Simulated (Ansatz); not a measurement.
Geometry optimisation, RKS r2SCANh/STO-3G (Ansatz 0.2.0).

Input file:

```yaml
crystal:
  periodic: [false, false, false]
  atoms:
    - { symbol: "N", position_ang: [-1.8897, 0.1641, 0.2249] }
    - { symbol: Si, position_ang: [-0.248, 0.0018, 0.3772] }
    - { symbol: Si, position_ang: [0.4709, -2.1838, 0.208] }
    - { symbol: Cl, position_ang: [0.2958, 0.8188, 2.2078] }
    - { symbol: C, position_ang: [0.6723, 1.0216, -0.9361] }
    - { symbol: O, position_ang: [0.3347, 2.441, -0.9954] }
    - { symbol: H, position_ang: [-2.11951, 0.20023, -0.82081] }
    - { symbol: H, position_ang: [-2.36056, -0.67271, 0.50178] }
    - { symbol: H, position_ang: [1.9815, -2.2178, 0.4665] }
    - { symbol: H, position_ang: [0.2114, -2.7478, -1.1003] }
    - { symbol: H, position_ang: [-0.1545, -3.043, 1.273] }
    - { symbol: H, position_ang: [1.7702, 0.9714, -0.736] }
    - { symbol: H, position_ang: [0.4205, 0.6342, -1.9246] }
    - { symbol: H, position_ang: [0.5614, 2.8468, -0.1286] }
basis:
  gaussian: { orbitals: STO-3G }
hamiltonian:
  xc: r2scanh
relax:
  f_tol: 0.015
  max_steps: 40
output:
  orbitals: {}
```

Command:

```bash
$ ansatz run input.yaml --threads 1 --pin off --max-ram 2048MiB --backend cpu --events-out ev --progress --plain --runs-dir out
```

Q: Where does it end, and by what steps?

A: It converged. Limits of this set-up: minimal basis. After 20 steps the energy has fallen by 0.960 eV; H7 moved furthest, 0.77 Å.

| step | energy less start (eV) | largest force component (eV/Å) | accepted |
| --- | --- | --- | --- |
| 0 | 0.0000 | 3.795 | yes |
| 1 | -0.6283 | 1.502 | yes |
| 2 | -0.7015 | 0.460 | yes |
| 3 | -0.7248 | 0.414 | yes |
| 4 | -0.7398 | 0.417 | yes |
| 5 | -0.7510 | 0.705 | yes |
| 6 | -0.7734 | 0.387 | yes |
| 7 | -0.7949 | 0.282 | yes |
| 8 | -0.7924 | 1.184 | no |
| 9 | -0.8099 | 0.366 | yes |
| 10 | -0.8348 | 0.578 | yes |
| 11 | -0.8251 | 2.241 | no |
| 12 | -0.8696 | 0.382 | yes |
| 13 | -0.9008 | 0.317 | yes |
| 14 | -0.9236 | 1.364 | yes |
| 15 | -0.9323 | 0.713 | yes |
| 16 | -0.9515 | 0.513 | yes |
| 17 | -0.9525 | 0.486 | yes |
| 18 | -0.9564 | 0.133 | yes |
| 19 | -0.9597 | 0.045 | yes |
| 20 | -0.9599 | 0.014 | yes |

```xyz
14
Properties=species:S:1:pos:R:3
N -1.882 -0.138 -0.257
Si -0.195 -0.134 0.140
Si 0.597 -2.244 0.336
Cl 0.173 0.907 1.994
C 0.675 1.064 -1.057
O 0.374 2.466 -0.775
H -2.290 0.811 -0.378
H -2.499 -0.647 0.408
H 2.008 -2.208 0.626
H 0.391 -2.953 -0.904
H -0.089 -2.943 1.394
H 1.769 0.868 -1.047
H 0.328 0.873 -2.088
H 0.588 2.512 0.226
```

Whether the end is a true minimum wasn't checked by a vibrational analysis.

The run took 5 min on 1 thread of Intel(R) Xeon(R) Processor @ 2.50GHz (Skylake/Cascade Lake), with other jobs on the host, peak memory 0.22 GiB.
